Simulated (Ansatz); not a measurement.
Ansatz (an electronic-structure program) input (CCSD(T)/6-31G):

Ansatz 0.2 input:
```yaml
crystal:
  periodic: [false, false, false]
  atoms:
    - {symbol: B, position_ang: [0.48799271, -0.06621821, -0.34571085]}
    - {symbol: O, position_ang: [-0.55076369, 0.07473593, 0.39017997]}
    - {symbol: H, position_ang: [1.16124459, -1.06782906, -0.26595935]}
    - {symbol: H, position_ang: [0.80490138, 0.80103272, -1.12692619]}
basis:
  gaussian:
    orbitals: 6-31G
magnetization: {spin_polarized: true, initial_magnetization: 1}
correlation: {method: ccsd_t, electrons: outside_noble_gas}
```

End of the output:

```
integrals: 0.00 GiB planned
265 factors; integrals over basis functions are off by at most 2.7e-4 eV
mean field: 0.05 GiB planned
mean field evaluation 1: about -2734.4579 eV, gradient 2.5e1 eV
mean field evaluation 2: about -2734.4606 eV, gradient 2.5e1 eV
mean field evaluation 4: about -2738.3899 eV, gradient 4.6e0 eV
mean field evaluation 8: about -2739.0404 eV, gradient 2.3e-1 eV
mean field evaluation 16: about -2734.4530 eV, gradient 2.5e1 eV
mean field evaluation 32: about -2738.7873 eV, gradient 3.5e0 eV
mean field evaluation 64: about -2735.6173 eV, gradient 4.8e-3 eV
mean field evaluation 96: about -2739.0380 eV, gradient 4.0e-1 eV
mean field -2739.03995015 eV, -100.6578615799 hartree, gradient 1.8e-6 eV, S^2 0.769280; 3 other end points of the search recorded, 0 dependent functions left out
determinant -2739.03995015 eV, -100.6578615799 hartree, with singles and doubles -2743.69507965 eV, -100.8289344336 hartree
determinant -2737.25035199 eV, -100.5920950608 hartree, with singles and doubles -2741.27365990 eV, -100.7399488991 hartree
determinant -2735.61725201 eV, -100.5320797434 hartree, with singles and doubles -2740.04212443 eV, -100.6946908054 hartree
2 core orbitals not correlated
reference -2739.03995015 eV, -100.6578615799 hartree; 6, 5 occupied and 14, 15 virtual orbitals, 265 factors
second order -3.95015911 eV of doubles, -0.00000000 eV of singles
coupled cluster: 0.06 GiB planned
cycle   1  -4.65580188 eV  change   -6.7e-4 eV  update   1.8e-3
cycle   2  -4.65699683 eV  change   -1.2e-3 eV  update   1.1e-3
cycle   3  -4.65778432 eV  change   -7.9e-4 eV  update   5.8e-4
cycle   4  -4.65866567 eV  change   -8.8e-4 eV  update   2.7e-4
cycle   5  -4.65914710 eV  change   -4.8e-4 eV  update   6.5e-5
cycle   6  -4.65928486 eV  change   -1.4e-4 eV  update   3.0e-5
cycle   7  -4.65928441 eV  change    4.4e-7 eV  update   1.1e-5
perturbative correction -0.11033340 eV, -0.0040546777 hartree
Total energy: -2743.80956796 eV, -100.8331418016 hartree
```

It need not be the lowest isomer of its formula.
